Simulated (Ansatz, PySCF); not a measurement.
System: CH₂NO (charge 0, doublet). It need not be the lowest isomer of its formula. SMILES: [NH]C=O
Geometry from a B3LYP-D3(BJ)/def2-TZVP (Ansatz, a first-principles code) optimisation:
```
C
O 1 1.2022
N 1 1.3856 2 125.91
H 3 1.0255 1 111.59 2 -114.89
H 1 1.1150 2 122.69 3 174.84
```
Charge 0, spin multiplicity 2.

Quantity: atomisation energy (electronic, to ground-state atoms), in eV. Valence correlation only, unless marked. UHF or UKS for open shells. Spin-orbit coupling is left out. Non-relativistic. The coupled-cluster limit lacks core correlation, which all-electron functionals hold. CBS marks a two-point X^-3 extrapolation of the correlation energy; Hartree-Fock from the larger set. The bracket is a focal-point correction in the basis named.

| level | program | atomisation energy (eV) |
|---|---|---|
| BP86/def2-TZVPD | PySCF | 20.51 |
| BHLYP/def2-TZVPD | Ansatz | 18.27 |
| HSE06-D4/def2-TZVPD | Ansatz + dftd4 | 19.55 |
| CAM-B3LYP-D3(BJ)/def2-TZVPD | Ansatz + dftd3 | 19.54 |
| CCSD/6-31G* | Ansatz | 16.83 |
| RI-MP2/CBS(cc-pVTZ,cc-pVQZ)+[CCSD(T)-MP2]/cc-pVDZ | Ansatz | 19.26 |
| RI-MP2/CBS(aug-cc-pVTZ,aug-cc-pVQZ)+[CCSD(T)-MP2]/aug-cc-pVTZ | Ansatz | 19.22 |
